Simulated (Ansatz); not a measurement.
Ansatz results at the PBE0-D4/def2-TZVP geometry: HOMO energy (ωB97M-V/def2-TZVPP) -10.14 eV; HOMO–LUMO gap (PBE0/def2-TZVPP) 7.52 eV; LUMO energy (ωB97M-V/def2-TZVPP) 1.18 eV.

Each molecule was computed in one conformer, which needn't be the lowest.

(1) Which molecule gave them?
A. `O[SiH](O)[SiH](F)F`
B. `O[SiH2][SiH2]O`
C. `O[SiH](O)C#[C][GeH3]`
D. `[NH2][GeH2][SiH](N)O`

Results:

(1) A. The others give `[NH2][GeH2][SiH](N)O`: -9.30, 7.24, 1.82; `O[SiH2][SiH2]O`: -10.00, 7.07, 0.83; `O[SiH](O)C#[C][GeH3]`: -10.49, 7.63, 1.33.
